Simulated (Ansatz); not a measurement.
A nudged elastic band was laid between two geometries of ClGaH3N + H (7 atoms, charge 0, multiplicity 2).

The calculation used Ansatz, UKS B3LYP-D4/def2-mTZVP.

| Property | Result |
| --- | --- |
| movable images | 7 |
| climbing image | yes |
| spring | 5.0 eV/Å² |
| optimiser | quadratic models (default) |
| start path | through a guess of the saddle point |
| force threshold | 0.05 eV/Å |
| iteration limit | 60 |
| end points | relaxed |

Initial state:

```xyz
7
Properties=species:S:1:pos:R:3
Ga -0.104 0.094 -0.086
H -0.025 0.040 1.461
Cl 1.707 0.316 -1.271
N -1.614 -0.011 -1.083
H -2.543 -0.114 -0.703
H -1.610 0.025 -2.092
H 0.196 -0.349 3.828
```

Final state:

```xyz
7
Properties=species:S:1:pos:R:3
Ga -0.022 -0.693 -0.668
H 0.153 -0.346 2.772
Cl 1.724 0.456 -1.387
N -1.653 -0.117 -1.359
H -2.505 -0.436 -0.913
H -1.720 0.875 -1.571
H 0.030 0.262 3.181
```

(1) Which bonds break or form, and what moves?

(2) Give the energies along the band, and the barrier.

(3) What is the geometry of the highest image?

Results:

(1) Bonds broken: Ga1–H2. Bonds formed: H2–H7. ClGaH3N + H becomes ClGaH2N + H2.

(2) The forces met the threshold. The highest image is number 1 of 0 to 8, 0.006 eV above the first end and 1.122 eV above the last; the last end lies 1.116 eV below the first. The top lies less than 8 meV above the higher end, about what the thresholds resolve: that end is a shoulder or a very shallow well. A vibrational analysis at the climbing image gives one clearly imaginary mode, 255i cm⁻¹: a first-order saddle point.

```tsv
image	path coordinate (Å)	energy (eV)	Ga1–H2 (Å)	H2–H7 (Å)
0	0.00	0.000	1.55	2.41
1	0.60	0.006	1.57	1.77
2	1.10	-0.330	1.91	1.06
3	1.60	-1.021	2.45	0.75
4	2.11	-1.098	2.88	0.74
5	2.61	-1.115	3.29	0.74
6	3.11	-1.114	3.36	0.74
7	3.62	-1.115	3.43	0.74
8	4.12	-1.116	3.46	0.74
```

(3) 
```xyz
7
Properties=species:S:1:pos:R:3
Ga -0.084 0.051 -0.006
H -0.001 -0.082 1.552
Cl 1.726 0.334 -1.180
N -1.598 -0.014 -1.000
H -2.525 -0.141 -0.620
H -1.601 0.081 -2.005
H 0.090 -0.229 3.314
```

Run time: 100 s on 4 threads of Intel(R) Xeon(R) 6975P-C (Granite Rapids), on a shared host, peak memory 0.27 GiB.
